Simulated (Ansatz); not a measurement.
Stepwise reaction of `[OH][Hf]([F])([Cl])[Cl]` with ammonia, as a gas-phase model of exchange steps in deposition or etching. ΔE in kJ/mol; ΔG adds harmonic PBE0-D4 terms to CCSD(T)/CBS, at 1 bar.

Computed with Ansatz on PBE0-D4/def2-TZVP structures; ΔE is electronic, products minus reactants. CCSD(T)/CBS adds triple-zeta CCSD(T) − MP2 to the extrapolated MP2 energy (def2 sets, frozen cores). This one scheme is used for every species. DFT in def2-TZVPP. B3LYP here is the variant with VWN-RPA as its local correlation; programs differ in this. def2 core potentials past Kr. For Hf outer-core shells are correlated without core-valence functions, which leaves a few kJ/mol of doubt a bond. One conformer a species, not always the lowest.

```tsv
step	reaction	PBE-D4	B3LYP-D4	ωB97M-V	CCSD(T)/CBS	ΔG(400 K)
1	`[OH][Hf]([F])([Cl])[Cl]` + NH₃ → `[NH2][Hf]([OH])([F])[Cl]` + HCl	94.0	94.6	95.6	95.1	84.7
2	`[NH2][Hf]([OH])([F])[Cl]` + NH₃ → `[NH2][Hf]([NH2])([OH])[F]` + HCl	108.0	109.4	110.6	108.9	99.0
```

(1) By hand: ΔE of the 2 steps together at CCSD(T)/CBS.

Results:

(1) (95.1) + (108.9) = 204.0 kJ/mol, or 102.0 kJ/mol a step.

In ΔE each step is higher than the one before. All are uphill at CCSD(T)/CBS. ΔG lies between 84.7 and 99.0 kJ/mol a step. PBE-D4 differs from CCSD(T)/CBS by -1.1 to -0.9 kJ/mol a step. Only this route is followed, and other bonds may react first. Isolated molecules leave out the surface, adducts and barriers. Largest T1 diagnostic: 0.015.
